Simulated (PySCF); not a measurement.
Vertical excitation energies

Compound: C3H6BF2NO.
Structure used (PBE0-D3(BJ)/def2-SVP), in Å, numbered top down from 1:
```xyz
14
C3H6BF2NO angstrom
B      2.9264   -0.2853    0.4194
N      1.4965    0.2155    0.2566
C      0.4183    0.5952    0.1265
C     -0.9395    1.1262   -0.0488
O     -1.9308    0.3417    0.5412
C     -2.3187   -0.7600   -0.1736
F     -1.3304   -1.6688   -0.2067
F     -3.3566   -1.2812    0.4580
H      3.6078    0.7177    0.5858
H      2.9102   -1.0092    1.4052
H      3.1937   -0.8850   -0.6119
H     -0.9786    2.1160    0.4306
H     -1.1115    1.2737   -1.1324
H     -2.5904   -0.5085   -1.2179
```

Method used: PySCF 2.14.0, density-fitted response routines, TDDFT PBE0/def2-SVPD, vertical, gas phase, core orbitals frozen in the response.

| state | E (eV) | E (hartree) | f | main configurations (H = HOMO, L = LUMO) |
| --- | --- | --- | --- | --- |
| S1 | 5.12 | 0.1881 | 0.0023 | H→L (95%) |
| S2 | 5.44 | 0.2001 | 0.038 | H-1→L (68%), H→L+1 (29%) |
| S3 | 5.68 | 0.2088 | 0.0050 | H-1→L+1 (95%) |
| S4 | 6.55 | 0.2407 | 0.622 | H→L+1 (65%), H-1→L (28%) |
| S5 | 6.81 | 0.2502 | 0.0076 | H→L+2 (90%) |
| S6 | 6.86 | 0.2521 | 0.016 | H-1→L+2 (89%) |
| S7 | 7.70 | 0.2828 | 0.0007 | H-2→L (97%) |
| S8 | 7.81 | 0.2871 | 0.0057 | H→L+3 (80%), H→L+4 (12%) |
| S9 | 7.85 | 0.2886 | 0.021 | H-1→L+3 (77%), H-1→L+4 (15%) |
| S10 | 8.10 | 0.2977 | 0.022 | H→L+4 (76%), H→L+3 (14%) |

Triplets (Tamm–Dancoff): T1 4.62 eV, H-1→L (84%); T2 4.85 eV, H→L (88%); T3 5.12 eV, H→L+1 (84%); T4 5.46 eV, H-1→L+1 (89%).

The lowest singlet lies at 5.12 eV (242 nm, ultraviolet) and is very weak; its leading configuration is HOMO→LUMO (95%). The strongest level in the table is S4 at 6.55 eV (189 nm, f = 0.622). Löwdin shares by element: HOMO (one of a set within 0.03 eV) boron 38%, hydrogen 35% or more, nitrogen 10% (atoms not listed hold the other 17%); LUMO carbon 42% or more, nitrogen 29%, oxygen 8% (atoms not listed hold the other 20%). Weighted by f, the mean energy of these states is 6.59 eV. The listed states span 2.98 eV, and the widest gap between neighbours is 0.87 eV (S3 to S4). Of the 10 states listed, 5 reach f = 0.01 and none stays under 0.0005. All these states lie below the vertical ionisation energy of 10.18 eV (ΔSCF). Singlets were solved by full linear response, triplets in the Tamm–Dancoff approximation.

Hardware: an Intel Xeon at 2.70 GHz with one thread (shared host). Cost: 4.5 min of wall time (grids of density and orbitals included), 0.87 GiB resident at most.

One conformer stands for the species.
